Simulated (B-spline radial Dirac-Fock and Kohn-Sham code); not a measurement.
ΔSCF core binding energies without Breit or QED terms, calculated with a B-spline atomic structure program.

A sound run for antimony as Sb⁷⁺, [Kr] 4d8: The ground state converged in 10 iterations, with total energy -6467.28973 Ha, virial ratio 1.94753 and highest orbital energy -142.14 eV. ΔSCF binding energies: K (1s) 30714.7 eV, L3 (2p3/2) 4262.4 eV. Holes are computed only in closed shells, and unreliable hole states are left out.

A second run, with one unsound setting: The ground state converged in 10 iterations, with total energy -3803.73364 Ha, virial ratio 2.52414 and highest orbital energy -135.59 eV. ΔSCF binding energies: K (1s) 6967.1 eV, L3 (2p3/2) 3163.3 eV. Holes are computed only in closed shells, and unreliable hole states are left out.

```
iter   energy (Ha)        error
   1    -3739.30639984  5.06e+00
   2    -3790.05557255  1.44e+00
   3    -3802.50487057  3.70e-01
   4    -3803.63242079  9.35e-02
   5    -3803.71509416  4.90e-02
   6    -3803.73362403  1.88e-03
   7    -3803.73364069  2.63e-04
   8    -3803.73364134  7.81e-06
   9    -3803.73364134  7.31e-07
  10    -3803.73364134  4.34e-08
```

Q: Which fault fits the second run best?
A. nuclear radius in wrong units
B. tolerance below the noise
C. damping too heavy
D. overfilled shell

A: A. The input had radius_factor = 1000.0: radius_factor inflates the nucleus far beyond its size, which weakens the binding of the inner electrons.
